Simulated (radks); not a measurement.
Spherical quantum dot in the effective-mass picture: electrons in a hard-walled sphere of radius 3.67, all in effective atomic units (hartree* = m*/eps^2 hartree, bohr* = eps/m* bohr), one dielectric constant everywhere. Calculated with a radial shooting solver with Libxc functionals: non-relativistic Kohn-Sham, PBEsol, spin-polarised, spherical densities. Levels are named by radial order and angular momentum (1s, 1p, 1d, 2s, ...), and open shells are averaged over m.

N = 36, configuration 1s2 1p6 1d10 2s(up 1, down 0) 1f14 1g(up 3, down 0). This is the lowest configuration that the search found. Occupied and some empty levels:

level,occupation,eigenvalue (hartree*),<r> (bohr*)
1s up,1,12.602,2.612
1s down,1,12.637,2.621
1p up,3,12.770,2.674
1p down,3,12.802,2.676
1d up,5,13.075,2.734
1d down,5,13.107,2.733
1f up,7,13.503,2.786
1f down,7,13.535,2.785
1g up,3,14.045,2.833
2s up,1,14.057,1.605
1g down,0,14.077,2.832
2s down,0,14.194,1.669
2p up,0,14.681,1.904
1h up,0,14.694,2.874
1h down,0,14.727,2.873
2p down,0,14.765,1.939
2d up,0,15.424,2.092
2d down,0,15.481,2.111
3s up,0,15.786,1.704
3s down,0,15.937,1.680

Energy (hartree*): total 263.437, kinetic 61.635, external 0, Hartree 220.62, exchange-correlation -18.823.
